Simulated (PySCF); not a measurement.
InO, multiplicity 2. Atoms are numbered in the order given.

```xyz
2

In     0.0000     0.0000    -0.2727
O      0.0000     0.0000     1.6703
```
Charge 0, spin multiplicity 2.

Geometry optimised at B3LYP-D3(BJ)/def2-TZVP. The def2 effective core potentials stand for the cores of In; spin–orbit coupling is left out.

Level of theory: B3LYP/def2-TZVPD run with PySCF.

The total energy is -265.41507 hartree and the point group is C∞v. The α spin, highest occupied and lowest empty level is -7.60 and -1.84 eV, the β spin, highest occupied and lowest empty level is -7.09 and -4.21 eV and the dipole moment comes out as 4.31 D. The mean static polarisability is 59.5 bohr³ (8.81 Å³) and the polarisability, principal values is 57.8, 60.3, 60.3 bohr³. The ⟨S²⟩ comes out as 0.763 (pure state 0.75).
